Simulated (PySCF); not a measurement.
**Fractional electron number in Mo (molybdenum, neutral)**

The 5s alpha orbital of [Kr] 4d5 5s1 is emptied in steps (occupation f), with all orbitals relaxed, ending at [Kr] 4d5. Calculation: PySCF 2.14, in aug-cc-pVTZ-PP with ECP28MDF; a scalar-relativistic core potential. The exact energy is a straight line in f; departures are measured from the line between the end points of the same method.

Problem. Among PBE0, r2SCAN, LC-wPBE, which shows the largest delocalisation error (convex curve), and which is closest to linear?

Solution. Most convex: r2SCAN (-0.630 eV at f = 0.4); closest to linear: LC-wPBE (0.026 eV).

```tsv
f	PBE0 (eV)	r2SCAN (eV)	LC-wPBE (eV)
1	0.000	0.000	0.000
0.8	-0.328	-0.418	0.018
0.6	-0.495	-0.628	0.026
0.4	-0.497	-0.630	0.026
0.2	-0.333	-0.422	0.017
0	0.000	0.000	0.000
```

```csv
method,E(f=0) − E(f=1) (eV),−ε at f=1 (eV),−ε at f=0.4 (eV)
PBE0,7.244,5.205,7.646
r2SCAN,7.567,4.953,8.077
LC-wPBE,6.873,6.985,6.849
```

Reference removal energy between the ground levels: 7.092 eV (measured; NIST Atomic Spectra Database, ionization energies).
